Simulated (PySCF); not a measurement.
Members of one family of related compounds. Computed with TDDFT wB97X-D/def2-SVPD, vertical, gas phase, core orbitals frozen in the response in PySCF. Geometries: PBE0-D3(BJ)/def2-SVP; one conformer of each isolated species. Triplets are in the Tamm–Dancoff approximation.

Question: Rank by computed S1–T1 gap, lowest first.
A. `C=CC(=C)S(=O)(=O)O`
B. `C=CC(=C)N1CCCC1`
C. `C=CC(=C)C(=O)N(C)C`
D. `C=CC(=C)OC(C)C`
E. `C=CC(=C)C(=O)O`
F. `C=CC(=C)C(F)F`
G. `C=CC(=C)c1ccncc1`
H. `C=CC(=C)C=O`

Answer: H (0.78 eV), B (1.33 eV), G (1.79 eV), E (1.95 eV), C (2.08 eV), D (2.24 eV), A (2.45 eV), F (2.58 eV).

```
            SMILES  S1−T1 (eV)  S1 (eV)  T1 (eV)      S1 mainly  T1 mainly  f(S1)
       C=CC(=C)C=O        0.78     3.69     2.91    H-1→L (86%)  H→L (85%)  0.000
   C=CC(=C)N1CCCC1        1.33     4.54     3.21      H→L (98%)  H→L (81%)  0.084
  C=CC(=C)c1ccncc1        1.79     5.06     3.27  H-1→L+1 (97%)  H→L (90%)  0.003
    C=CC(=C)C(=O)O        1.95     5.01     3.06    H-1→L (86%)  H→L (87%)  0.001
C=CC(=C)C(=O)N(C)C        2.08     5.30     3.22      H→L (44%)  H→L (80%)  0.079
    C=CC(=C)OC(C)C        2.24     5.58     3.34      H→L (96%)  H→L (90%)  0.405
C=CC(=C)S(=O)(=O)O        2.45     5.71     3.26      H→L (96%)  H→L (92%)  0.447
     C=CC(=C)C(F)F        2.58     5.88     3.31      H→L (98%)  H→L (94%)  0.598
```

H and L stand for HOMO and LUMO. For `C=CC(=C)C=O`, `C=CC(=C)c1ccncc1` and `C=CC(=C)C(=O)O` the leading configurations of S1 and T1 differ. Singlets come from full response and triplets from the Tamm–Dancoff approximation.
